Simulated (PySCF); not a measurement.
CH3Si, SMILES C=[SiH], multiplicity 2. Atoms are numbered in the order given.

```xyz
5

C      0.0563    -1.0970     0.0000
Si    -0.1201     0.6008     0.0000
H     -0.7745    -1.7890     0.0000
H      1.0468    -1.5428     0.0000
H      1.0718     1.5026     0.0000
```
Charge 0, spin multiplicity 2.

The structure is a stationary point at B3LYP-D3(BJ)/def2-TZVP. The isomer is the one that the SMILES or the coordinates give; other isomers of the formula were not compared.

All values below come from TDA-CAM-B3LYP/def2-TZVPD in PySCF.

Vertical excitations. Gas-phase values at a fixed geometry.

Computed UV-visible absorptions:
| state | energy (eV) | λ (nm) | f | main pairs |
|---|---|---|---|---|
| root 1 | 1.50 | 827 | 0.002 | β HOMO→LUMO 97 % |
| root 2 | 2.73 | 454 | 0.002 | α HOMO→LUMO 55 %, β HOMO→LUMO+1 40 % |
| root 3 | 3.89 | 319 | 0.013 | α HOMO−1→LUMO 97 % |
| root 4 | 4.73 | 262 | 0.022 | α HOMO→LUMO 7 %, β HOMO−1→LUMO 76 %, β HOMO→LUMO+1 14 % |
| root 5 | 5.48 | 226 | 0.004 | α HOMO→LUMO+1 50 %, α HOMO→LUMO+2 9 %, β HOMO→LUMO+2 25 %, β HOMO→LUMO+3 6 % |
| root 6 | 5.49 | 226 | 0.165 | α HOMO→LUMO 24 %, α HOMO−1→LUMO+1 7 %, β HOMO→LUMO+1 32 %, β HOMO−1→LUMO 19 % |
| root 7 | 5.84 | 212 | 0.088 | α HOMO→LUMO+1 39 %, α HOMO→LUMO+3 8 %, β HOMO→LUMO+2 43 % |
| root 8 | 6.06 | 205 | 0.018 | α HOMO→LUMO+3 28 %, α HOMO→LUMO+2 28 %, β HOMO→LUMO+2 22 %, β HOMO→LUMO+4 7 % |
| root 9 | 6.24 | 199 | 0.103 | α HOMO−1→LUMO+1 49 %, α HOMO−1→LUMO+2 27 %, α HOMO−1→LUMO+4 9 % |
| root 10 | 6.38 | 194 | 0.091 | α HOMO−1→LUMO+2 53 %, α HOMO−1→LUMO+1 31 %, α HOMO−1→LUMO+3 10 % |
Unrestricted roots are not spin-pure.
